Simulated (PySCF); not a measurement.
Ligands exchanged one at a time, B NH2-I. Gas-phase values, no solvent. Strings in code marks are SMILES.

The dipole moment from two functionals at the same geometries (r2SCAN-D4/def2-TZVP), both in PySCF: PBE-D3(BJ)/def2-TZVP and r2SCAN-D4/def2-TZVP. 

| species | PBE-D3(BJ)/def2-TZVP (D) | r2SCAN-D4/def2-TZVP (D) |
|---|---|---|
| 0 of 3 NH2 replaced by I (`B(N)(N)N`) | 0.14 | 0.15 |
| 1 of 3 NH2 replaced by I | 3.23 | 3.33 |
| 2 of 3 NH2 replaced by I (`NB(I)I`) | 2.68 | 2.76 |
| 3 of 3 NH2 replaced by I (`IB(I)I`) | 0.00 | 0.00 |

Over these rows, drawn at random from the members with no instability flagged (it was tested for open shells, ions and some series alone), PBE minus r2SCAN-D4: mean -0.04 D, from -0.09 D to 0.00 D.
